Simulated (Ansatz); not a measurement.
Consider the substitution at a C–O bond: `NC(O)O[SiH3]` + H–F → `NC(F)O[SiH3]` + H₂O.

Isolated molecules relaxed with PBE0-D4/def2-TZVP in Ansatz; ΔE leaves out vibrations. CCSD(T)/CBS is the MP2 limit (def2-TZVPP, def2-QZVPP) plus CCSD(T) − MP2 in def2-TZVPP, frozen cores. This one scheme is used for every species. DFT in def2-TZVPP. Each species was taken in one conformer, which may not be the lowest.

| level | ΔE (kcal/mol) | difference from CCSD(T)/CBS |
| --- | --- | --- |
| r2SCAN-D4 | -3.5 | -2.0 |
| PBE0-D4 | -2.2 | -0.7 |
| ωB97X-V | -3.1 | -1.6 |
| ωB97M-V | -2.9 | -1.4 |
| B2PLYP | -3.1 | -1.6 |
| HF/def2-TZVPP | -3.8 | -2.3 |
| SCS-MP2/def2-TZVPP | -1.5 | 0.0 |
| HF/def2-QZVPP | -3.9 | -2.4 |
| MP2/def2-QZVPP | -0.8 | 0.7 |
| HF/CBS(def2) | -3.9 | -2.4 |
| CCSD(T)/CBS | -1.5 | 0 |

Largest T1 diagnostic among the species: 0.012.

From PBE to PBE0 (25 % exact exchange), in def2-TZVPP and without D4, ΔE moves by +0.8 kcal/mol. The D4 term adds +1.0 kcal/mol with B3LYP and +0.5 kcal/mol with PBE0; it sums over pairs of atoms, weighted by their polarisabilities, and B3LYP, whose exchange is more repulsive, gets the larger term.

B3LYP here is the variant with VWN-RPA as its local correlation; programs differ in this.
